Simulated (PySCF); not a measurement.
# Polarisability and C₆ of Xe³⁺ (xenon, charge +3)

[Kr] 4d10 5s2 5p3, high-spin 4S determinant. All numbers are calculated (PySCF 2.14, a scalar-relativistic core potential, in aug-cc-pwCVTZ-PP with ECP28MDF (8s7p6d4f1g, 96 functions)). Coupled (time-dependent) response in atomic units; α is the mean over directions.

```csv
method,mean α (bohr³),C₆ (like pair),S(−4)
PBEsol,9.405,55.82,16.62
```

S(−4) is the Cauchy moment in α(ω) = α(0) + S(−4) ω² + …

α(iu) at PBEsol:

```
u (hartree)  α(iu) (bohr³)
          0          9.405
     0.0500          9.363
      0.100          9.242
      0.200          8.790
      0.300          8.140
      0.500          6.636
      0.750          4.984
       1.00          3.797
       1.50          2.420
       2.00          1.716
       3.00          1.035
       5.00         0.5136
```

A single London oscillator, α(iu) = α/(1 + u²/ω²), gives C₆ = (3/4) ω α². Matching the computed C₆ needs ω = 4 × 55.82 / (3 × 9.405²) = 0.841 hartree.

For an ion, C₆ is the dispersion term alone; charge-induced terms of lower order in 1/R come first.

Energies and moments cover only the electrons outside the core potential.
